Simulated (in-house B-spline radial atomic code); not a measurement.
## RPA and G0W0 on LDA exchange-only: neutral cadmium

Configuration [Kr] 4d10 5s2, mean-field start LDA exchange-only. Computed with an all-electron radial atomic-structure program (B-spline basis): all electrons, non-relativistic, point nucleus, each spin shell either full or empty, empty states to l = 9 with an (l + 1/2)⁻⁴ tail; G0W0 by contour deformation at full frequency.

Without relativity these are model numbers: it shifts the levels of so heavy an element strongly and can reorder them.

Command:
```bash
python run_gw.py task.json out
```
Settings (radii: box in bohr, nucleus in fm):
```
Z                        48
electrons                48
configuration            [Kr] 4d10 5s2
hamiltonian              nr
method                   lda,
lmax                     9
spin_polarised           False
box_radius               40
intervals                57
ion_configuration        [Kr] 4d10 5s1
```

Cost of the run: 11 s on 1 thread of Arm Neoverse N1, on a shared host.

Energies (hartree):

| term | value |
| --- | --- |
| mean-field total | -5457.82182 |
| Hartree-Fock functional on these orbitals | -5465.07004 |
| direct second order | -4.354 |
| second-order exchange | 1.1976 |
| SOSEX correction | 1.0837 |

Task: What is the RPA correlation energy, and what remains with SOSEX?

Result: RPA gives -3.6997 hartree (-2.1 eV per electron); RPA + SOSEX gives -2.6159, and the second-order doubles -3.1564 hartree (no singles). RPA lacks exchange-type terms and so overcorrelates at short range.

Quasi-particle levels (eV):

```json
{"level": "5s", "occupied": "yes", "mean field": "-4.567", "Σx - vxc": "-2.78", "Σc": "?", "QP weight": "?", "G0W0": "?"}
{"level": "5p", "occupied": "no", "mean field": "-0.708", "Σx - vxc": "1.95", "Σc": "-0.92", "QP weight": "0.911", "G0W0": "0.326"}
```

G0W0 = mean field + (Σx - vxc) + Σc, with Σc (partial-wave tail included) taken at the quasi-particle energy. Only the outer levels were computed. Levels of low weight are left out. An empty level above zero is unbound and depends on the box.

Task: Where does G0W0 put 5s?

Result: At -8.334 eV, with Σc = -0.99 eV and a quasi-particle weight of 0.668. The tabulated removal energy is 8.994 eV (NIST, measured); the calculation leaves out relativity, Breit and QED terms, and what these don't explain is the method's own error.

Task: What does it cost to remove one electron (to [Kr] 4d10 5s1) by differences of total energies, each species on its own start (correlation terms add to the Hartree-Fock functional)?

Result: LDA exchange-only 7.668 eV, Hartree-Fock functional 6.787 eV, + RPA 8.824 eV, + RPA + SOSEX 8.348 eV, + second order 9.963 eV. Tabulated: 8.994 eV (NIST, measured); the calculation leaves out relativity, Breit and QED terms, and what these don't explain is the method's own error.
